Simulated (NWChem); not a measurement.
System: CH6OSi; SMILES CO[SiH3]

```xyz
9

Si     0.0268     1.0485     0.0003
O     -0.5786    -0.5004    -0.0001
C      0.2144    -1.6533     0.0005
H     -1.1458     1.9628     0.0002
H      0.8711     1.2950     1.2129
H      0.8717     1.2956    -1.2117
H      0.8634    -1.7131     0.8944
H     -0.4435    -2.5358     0.0021
H      0.8617    -1.7151    -0.8946
```
Atoms are numbered in this order, from 1.

Results from NWChem. Geometry optimised at PBE0/def2-SVP; all other runs use it. 

| quantity | level | value |
|---|---|---|
| isotropic polarisability (bohr³), static | PBE/def2-SVPD | 47.8 |
| cavity-dispersion-structure term (kcal/mol) in n-hexane | PBE0/def2-SVP, SMD | ? |
| vertical, lowest state with f > 0.02, singlet (eV) | PBE/def2-SVPD, TDA | 6.81 |
| vertical ionisation energy, ΔSCF (eV) | PBE/def2-SVP | 9.97 |
| dipole (D) | PBE0/def2-SVP | ? |
| highest harmonic frequency (cm⁻¹) | PBE0/def2-SVP | ? |

Problem. Fill in the missing entries.

Solution. 
- cavity-dispersion-structure term (kcal/mol) in n-hexane, value: -0.5
- dipole (D), value: 1.11
- highest harmonic frequency (cm⁻¹), value: 3138
